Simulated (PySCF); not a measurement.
Species: C3H10OSi.
SMILES with atom numbers: `[CH3:1][CH2:2][CH2:3][SiH2:4][OH:5]` (hydrogens: H6, H7, H8 on C1; H9, H10 on C2; H11, H12 on C3; H13, H14 on Si4; H15 on O5)

Structure used (PBE0-D3(BJ)/def2-SVP), in Å, numbered top down from 1:
```xyz
15
C3H10OSi angstrom
C     -2.188    0.089    0.445
C     -0.675    0.006    0.578
C      0.049   -0.197   -0.752
Si     1.917   -0.306   -0.600
O      2.566    1.067    0.101
H     -2.597   -0.836    0.007
H     -2.675    0.242    1.420
H     -2.483    0.923   -0.212
H     -0.299    0.930    1.054
H     -0.413   -0.815    1.270
H     -0.192    0.627   -1.447
H     -0.304   -1.122   -1.246
H      2.268   -1.515    0.218
H      2.545   -0.410   -1.947
H      2.450    1.158    1.050
```

The calculation used PBE0-D3(BJ)/def2-SVP geometry optimisation, gas phase in PySCF 2.14.0.

Take the most abundant isotopes and a rigid rotor. The values belong to one conformer with, in the numbering `[CH3:1][CH2:2][CH2:3][SiH2:4][OH:5]`, C1–C2–C3–Si4 180°, C2–C3–Si4–O5 -59°, C3–Si4–O5–H 75°.

Problem. Give the principal moments of inertia and the rotational constants in GHz.

Solution. Ia = 56.44, Ib = 291.97, Ic = 322.47 u·Å²; 505379 MHz·u·Å²/I gives 8955, 1731 and 1567 MHz, that is A = 8.9547, B = 1.7309, C = 1.5672 GHz.

Problem. What kind of rotor is it?

Solution. A near-prolate asymmetric top. Ray's parameter κ = (2B − A − C)/(A − C) = -0.956; −1 is the prolate and +1 the oblate limit.

Problem. Is it planar, by Δ = Ic − Ia − Ib?

Solution. Not planar: Δ = Ic − Ia − Ib = -25.94 u·Å². For a rigid frame Δ = −2 Σ m c², so Σ m c² = 12.97 u·Å² lies off the ab plane: 8.88 from hydrogen and 4.09 from heavier atoms. The atom farthest from that plane is 1.62 Å away.

Problem. Give the other two planar moments, Paa and Pbb, and the rms extents of the mass along the axes.

Solution. Paa = Σ m a² = (Ib + Ic − Ia)/2 = 279.00 and Pbb = Σ m b² = (Ia + Ic − Ib)/2 = 43.47 u·Å². With the mass M = 90.05 u, the rms extents √(P/M) along a, b and c are 1.76, 0.69, 0.38 Å.

Problem. Which lines would a microwave search look for?

Solution. The dipole components are |μa| = 1.41 D, |μb| = 0.48 D, |μc| = 0.81 D. Intensities carry the squares of the components, which stand as 1.00 : 0.12 : 0.33 (a : b : c). Some lines, for components of 0.1 D or more:

| type | branch | J(Ka,Kc) | MHz | lower level (cm⁻¹) |
| --- | --- | --- | --- | --- |
| a | Q | 2(1,1) ← 2(1,2) | 491 | 0.566 |
| b | R | 4(0,4) ← 3(1,3) | 6339 | 0.887 |
| a | R | 2(1,2) ← 1(1,1) | 6433 | 0.351 |
| a | R | 2(1,1) ← 1(1,0) | 6760 | 0.356 |
| b | Q | 2(1,1) ← 2(0,2) | 7554 | 0.330 |
| b | Q | 3(1,2) ← 3(0,3) | 7809 | 0.660 |
| b | Q | 4(1,3) ← 4(0,4) | 8158 | 1.099 |
| a | R | 3(2,1) ← 2(2,0) | 9905 | 1.305 |
| b | R | 3(1,3) ← 2(0,2) | 16710 | 0.330 |
| c | R | 3(1,2) ← 2(0,2) | 17692 | 0.330 |
| c | Q | 4(2,3) ← 4(1,3) | 21104 | 1.371 |
| b | Q | 4(2,2) ← 4(1,3) | 21145 | 1.371 |
| c | R | 4(1,3) ← 3(0,3) | 21323 | 0.660 |
| c | Q | 2(2,1) ← 2(1,1) | 21671 | 0.582 |
| b | Q | 4(2,3) ← 4(1,4) | 22740 | 1.316 |
| b | R | 2(2,1) ← 1(1,0) | 28431 | 0.356 |
| b | R | 4(2,3) ← 3(1,2) | 34618 | 0.920 |
| c | R | 4(2,2) ← 3(1,2) | 34659 | 0.920 |
| c | R | 4(2,3) ← 3(1,3) | 35600 | 0.887 |
| b | Q | 4(3,1) ← 4(2,2) | 36497 | 2.076 |
| b | Q | 3(3,1) ← 3(2,2) | 36530 | 1.635 |
| b | Q | 4(3,2) ← 4(2,3) | 36538 | 2.075 |
| c | R | 3(3,0) ← 2(2,0) | 46422 | 1.305 |
| c | Q | 4(4,1) ← 4(3,1) | 51134 | 3.294 |
| b | Q | 4(4,0) ← 4(3,1) | 51134 | 3.294 |
| b | R | 4(4,1) ← 3(3,0) | 64333 | 2.853 |
| c | R | 4(4,0) ← 3(3,0) | 64333 | 2.853 |

Problem. Estimate the classical rotational partition function at 50 K, 200 K and 298.15 K.

Solution. Point group C1, symmetry number σ = 1; q = (√π/σ)·√((kT/h)³/(ABC)), k/h = 20836.6 MHz/K: 12100 at 50 K, 96700 at 200 K, 176000 at 298.15 K.

No PBE0-D3(BJ)/def2-SVP frequencies stand behind this structure, so it isn't proved a minimum. These are rigid-rotor constants of the computed structure; measured ground-state constants (B0) also hold zero-point vibration. A rigid rotor knows nothing of internal rotation, which can split or shift real lines.

Time: 30 s of wall time; peak memory 0.51 GiB. Hardware: an Arm Neoverse V1 with one thread, shared host with 32 logical CPUs at a one-minute load of 18. This is the geometry optimisation.
